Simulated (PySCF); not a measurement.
C₄H₁₀BF (SMILES CCCB(C)F), singlet, geometry from GFN2-xTB. Base run: CAMB3LYP/6-31G, polarisability (PySCF).

Input for PySCF:
```python
from pyscf import gto, scf, dft
from pyscf.prop import polarizability

mol = gto.M(
    atom='''
B     0.227747    1.108638    0.373900
F     1.140876    2.067282    0.264195
C    -1.037002    1.384028    1.276816
H    -1.958267    1.259004    0.711714
H    -1.034950    2.383850    1.702162
H    -1.089356    0.670940    2.097360
C     0.511816   -0.231061   -0.421386
C    -0.533190   -1.342030   -0.305030
C    -0.139160   -2.577675   -1.106410
H     1.482059   -0.624764   -0.100467
H     0.648407    0.015315   -1.479631
H    -0.655073   -1.617153    0.744305
H    -1.496290   -0.973045   -0.662816
H    -0.031832   -2.330962   -2.160659
H    -0.894672   -3.354481   -1.011961
H     0.808570   -2.977012   -0.751197
''',
    basis='6-31g',
    charge=0,
    spin=0,
    verbose=3,
)

mf = dft.RKS(mol)
mf.xc = 'camb3lyp'
mf.kernel()
alpha = mf.Polarizability().polarizability()[2, 2]
print('alpha_zz =', alpha)
```

Variants of this job, named by their change:

```csv
change,alpha_zz (bohr³),basis functions,core-seconds (rough)
base,47.87,74,90
functional = hf,46.99,74,4
basis = STO-3G,(withheld),(withheld),30
"functional = lda,vwn",50.07,74,20
finite field (a.u.) = 0.001; conv_tol = 1e-6,48.07,74,60
finite field (a.u.) = 0.02; conv_tol = 1e-11,47.92,74,100
finite field (a.u.) = 0.05; conv_tol = 1e-11,48.23,74,80
functional = pbe0,48.41,74,30
basis = 6-31+G*,(withheld),(withheld),200
finite field (a.u.) = 2e-4; conv_tol = 1e-6,49.84,74,40
functional = pbe,49.42,74,30
basis = 6-31G*,49.10,104,100
```

Q: What belongs in the gaps?

A: 
- basis = STO-3G, alpha_zz (bohr³): 25.13
- basis = STO-3G, basis functions: 40
- basis = 6-31+G*, alpha_zz (bohr³): 54.70
- basis = 6-31+G*, basis functions: 128

Finite-field rows take the second difference of the energy in a field along z; a small field with loose convergence shows SCF noise divided by the square of the field, and a large one adds hyperpolarisability.
